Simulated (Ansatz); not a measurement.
Geometry optimisation, Ansatz 0.2.0, RKS PBE/def2-SVP.

Input:

```yaml
crystal:
  periodic: [false, false, false]
  atoms:
    - { symbol: Ti, position_ang: [0.0, 0.0, 0.0] }
    - { symbol: Cl, position_ang: [0.0, 0.0, 2.37] }
    - { symbol: Cl, position_ang: [2.2349, 0.0, -0.7892] }
    - { symbol: F, position_ang: [-0.8619, 1.4933, -0.6094] }
    - { symbol: Cl, position_ang: [-1.1163, -1.9339, -0.7892] }
basis:
  gaussian: { orbitals: def2-SVP }
hamiltonian:
  xc: pbe
relax:
  f_tol: 0.02
  max_steps: 40
```

Launched with:

```bash
$ ansatz run input.yaml --threads 2 --pin off --max-ram 3072MiB --backend cpu --events-out ev --progress --plain --runs-dir out
```

Task: Where does it end, and by what steps?

Result: The run converged. After 3 steps the energy has fallen by 0.857 eV; Cl3 moved furthest, 0.18 Å.

```
step  energy less start (eV)  largest force component (eV/Å)  accepted
   0                  0.0000                           2.197       yes
   1                 -0.8409                           0.833       yes
   2                 -0.8558                           0.194       yes
   3                 -0.8568                           0.005       yes
```

```xyz
5
Properties=species:S:1:pos:R:3
Ti 0.014 -0.023 0.010
Cl 0.005 -0.008 2.190
Cl 2.066 -0.008 -0.724
F -0.803 1.393 -0.568
Cl -1.025 -1.793 -0.725
```

Whether the end is a true minimum wasn't checked by a vibrational analysis.

The run took 9.1 s on 2 threads of Arm Neoverse V2 (shared host), peak memory 0.16 GiB.
